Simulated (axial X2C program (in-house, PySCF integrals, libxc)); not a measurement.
# Which molecule has these constants?

All values come from calculations with an axial X2C code built on PySCF integrals, spin-free (one-electron X2C) or two-component (2c: spin–orbit coupling with atomic mean-field Coulomb and Gaunt terms, which also bring small scalar terms), in Dyall basis sets with cores contracted in-house; open shells are unrestricted.

A two-component CCSD(T) calculation in a Dyall 3-zeta basis gave Re = 4.330 Å, ωe = 76.8 cm⁻¹, De = 1.00 eV, Ω = 1/2.

Question: Which molecule is it?
A. Sr₂⁺
B. Mg₂⁺
C. Ca₂⁺
D. Be₂⁺

Answer: A. The others have Mg₂⁺ 3.045 Å and 212.6 cm⁻¹ (Ω = 1/2); Be₂⁺ 2.233 Å and 524.0 cm⁻¹ (Ω = 1/2); Ca₂⁺ 3.931 Å and 127.1 cm⁻¹ (Ω = 1/2).

Frozen shells (counts by l): Sr₂⁺ Sr 4s3p1d, 3 electrons correlated; Mg₂⁺ Mg 2s1p, 3 electrons correlated; Be₂⁺ Be 1s, 3 electrons correlated; Ca₂⁺ Ca 3s2p, 3 electrons correlated. Coupled cluster in natural virtuals with an MP2 remainder. Where the outer core of a metal is frozen, bonds come out longer and ionisation energies lower.

Each entry is the lowest single determinant of a limited PBE0 search at one distance. De goes to single-determinant-based atoms at the same level (for ions the charge split of lowest energy) and is withheld (n/a) where an atom does not fit its ground term or J level. Main or longest-lived isotopes. One determinant is a doubtful description, or other states lie close, for Sr₂⁺, Mg₂⁺, Be₂⁺, Ca₂⁺; these need not be ground states, and all values refer to the states named.
